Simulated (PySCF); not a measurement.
## Ionisation energy of K⁵⁺ by level of theory

K⁵⁺ [Ne] 3s2 3p2 (3P) → K⁶⁺ [Ne] 3s2 3p1 (2P), as a difference of total energies. Computed with PySCF 2.14 in an uncontracted even-tempered set (20 s from 0.13 bohr⁻², ratio 2.5; 13 p from 0.17 bohr⁻², ratio 2.5; 5 d from 1.5 bohr⁻², ratio 2.7; 5 f from 2.3 bohr⁻², ratio 2.7), with the spin-free X2C one-electron Hamiltonian (Gaussian nucleus). Correlated levels: outer shells: 1s2 frozen; virtual orbitals above 40 to 60 times the deepest correlated orbital energy dropped. The calculations carry no spin-orbit coupling.

```json
{"method": "UHF", "ionisation energy (eV)": "98.613"}
{"method": "LDA", "ionisation energy (eV)": "99.503"}
{"method": "PBE", "ionisation energy (eV)": "99.457"}
{"method": "PBE0", "ionisation energy (eV)": "99.494"}
{"method": "r2SCAN", "ionisation energy (eV)": "99.689"}
{"method": "MN15", "ionisation energy (eV)": "100.01"}
{"method": "B97-3", "ionisation energy (eV)": "99.309"}
{"method": "MP2 (outer shells)", "ionisation energy (eV)": "99.178"}
{"method": "SCS-MP2 (outer shells)", "ionisation energy (eV)": "99.058"}
```

Q: How much does correlation contribute at MP2 (outer shells)?

A: 99.178 − (98.613) = 0.565 eV, measured against UHF.

A first-order spin-orbit estimate (lowest level to lowest level, LS coupling) adds -0.019 eV.

For comparison: 99.44 ± 0.2 eV (semi-empirical (NIST evaluation); NIST Atomic Spectra Database, ionization energies).
